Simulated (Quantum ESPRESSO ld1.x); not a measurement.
Task: These are the eigenvalues of the occupied orbitals of an atom or ion with whole-number occupations (eV). All-electron calculation, non-relativistic Kohn-Sham, PBE, spin-unpolarised, spherical densities, point nucleus. Program: ld1.x of Quantum ESPRESSO 7.5.

| orbital | eigenvalue |
|---|---|
| 1s | -3792.64 |

Which element is it, and in what charge state? The configuration may be excited.

Result: Z = 17, chlorine, charge +16: Cl16+ in 1s1. The 1s level, -139.38 hartree, gives Z - s = 16.7 by -(Z - s)^2/2, which with screening narrows Z to a few neighbours, and the depths must fix Z and the occupations together.
